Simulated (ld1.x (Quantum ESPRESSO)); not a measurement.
## C (Z = 6), RRKJ: configuration errors across variants

```
Element                 : C
Generator               : ld1.x (Quantum ESPRESSO) 7.5
Type                    : norm-conserving RRKJ (Kleinman–Bylander form)
Functional              : LDA (PZ)
Relativity              : scalar-relativistic
Frozen core             : [He]
Valence charge          : 4
Reference configuration : 2s2 2p2
Partial waves           : 2s (bound): rc 1.00 bohr; 2p (bound): rc 2.95 bohr
Local potential         : the p channel
Core correction         : none
rho0                    : 0.01
```

All-electron excitation energies from the reference (eV): (1) 2s2 2p1 10.988; (2) 2s2 2p0 35.247; (3) 2s1 2p0 83.217; (4) 2s0 2p4 16.517; (5) 2s2 2p1.5 4.029; (6) 2s2 2p2.3 -1.199; (7) 2s1 2p3 8.242; (8) 2s2 2p2 spin -1.128; (9) 2s2 2p1 spin 10.591.

Spin tests fill each open shell by Hund’s rule, majority spin first.

2 further variants failed, have other tests or another functional or relativity, and are left out.

Errors AE − PS in meV (a dash: test not solved or not reliable):

| change | (1) | (2) | (3) | (4) | (5) | (6) | (7) | (8) | (9) | bound ghosts |
| --- | --- | --- | --- | --- | --- | --- | --- | --- | --- | --- |
| base | +104 | +1034 | +2111 | -88 | +11 | -0.8 | -23 | +18 | +95 | none |
| core correction a·sin(br)/r model core inside 1.14 bohr | +103 | +1032 | +2099 | -89 | +11 | -0.8 | -23 | +15 | +94 | none |
| local potential the s channel | +187 | +1444 | +2810 | -155 | +29 | +3.5 | -41 | -4.1 | +170 | none |
| wave 2p (bound): rc 2.95 bohr becomes 2p (bound): rc 2.18 bohr | +26 | +357 | +843 | +8.2 | +1.8 | -0.4 | +1.5 | +82 | +54 | none |
| type TM; local potential the s channel; rho0 0 | +132 | +1075 | +2129 | -83 | +20 | +2.3 | -22 | +21 | +128 | none |
| all radii scaled by about 1.26 (s 1.26, p 3.72 bohr) | +258 | +2055 | +4001 | -295 | +37 | +1.1 | -75 | -48 | +218 | none |
| type TM; rho0 0 | +104 | +1041 | +2116 | -88 | +12 | -0.8 | -23 | +19 | +96 | none |

Question: Give the same row for: wave 2s (bound): rc 1.00 bohr becomes 2s (bound): rc 1.12 bohr.

Answer: +103, +1032, +2110, -87, +11, -0.8, -23, +18, +95; bound ghosts: none.
